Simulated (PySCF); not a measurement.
HSi, SMILES [SiH] (connectivity only; charge and spin as stated), neutral, multiplicity 2. Atoms are numbered in the order given.

```xyz
2

Si     0.0000     0.0000    -0.1020
H      0.0000     0.0000     1.4276
```
Charge 0, spin multiplicity 2.

Geometry: r2SCAN-D4/def2-TZVPD.

Level of theory: PySCF with M06-2X/def2-TZVPD.

Mulliken values depend strongly on the basis, most of all with diffuse functions as here. ESP charges are fitted to the potential on shells at 1.4 to 2.0 van der Waals radii. Atomic charges (e):

```json
[
 {"atom": "Si1", "meta-Löwdin": "___", "ESP fit": "0.02", "Mulliken": "0.02", "Mulliken spin": "0.97"},
 {"atom": "H2", "meta-Löwdin": "___", "ESP fit": "-0.02", "Mulliken": "-0.02", "Mulliken spin": "0.03"}
]
```

Q: What belongs in the gaps? (Estimate from the structure and the level; the computed values follow.)

A: 
- Si1, meta-Löwdin: 0.09
- H2, meta-Löwdin: -0.09
